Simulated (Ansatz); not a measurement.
`N/C=C(\F)[SiH3]` + `[SiH3]P` → `[SiH3]P[SiH3]` + `N/C=C\F`  (ligand exchange at the Si–C bond)

Calculated with Ansatz (gas phase, PBE0-D4/def2-TZVP geometries, no zero-point term in ΔE). CCSD(T)/CBS adds triple-zeta CCSD(T) − MP2 to the extrapolated MP2 energy (def2 sets, frozen cores). This one scheme is used for every species. Double bonds are as drawn, so ΔE can hold a change between cis and trans. DFT in def2-TZVPP. HSE06 is defined as in plane-wave codes. One conformer a species, not always the lowest.

```json
{"level": "B97M-V", "ΔE (kJ/mol)": "-21.5"}
{"level": "HSE06-D4", "ΔE (kJ/mol)": "-26.3"}
{"level": "PBE-QIDH", "ΔE (kJ/mol)": "-24.6"}
{"level": "SCS-MP2/def2-TZVPP", "ΔE (kJ/mol)": "-19.1"}
```

Problem. What does CCSD(T)/CBS give? (Estimate.)

Solution. The calculation gave: -22.6 kJ/mol. The listed levels differ from it by 1.1, -3.7, -2.0, 3.5 kJ/mol.

Largest T1 diagnostic among the species: 0.013.

The D4 term adds −3.7 kJ/mol with B3LYP and −1.9 kJ/mol with PBE0; it sums over pairs of atoms, weighted by their polarisabilities, and B3LYP, whose exchange is more repulsive, gets the larger term. In def2-TZVPP, CCSD(T) changes the Hartree–Fock value by −7.1 kJ/mol (the triples alone add −0.9 kJ/mol) and MP2 by −8.4 kJ/mol. At CCSD(T), def2-SVP lies +5.0 kJ/mol from the extrapolated value and def2-TZVPP +1.5 kJ/mol.

CCSD(T)/CBS has its own doubt, a few kJ/mol and more with outer-core shells, so smaller differences from it don't rank the levels.

B3LYP here is the variant with VWN-RPA as its local correlation; programs differ in this.
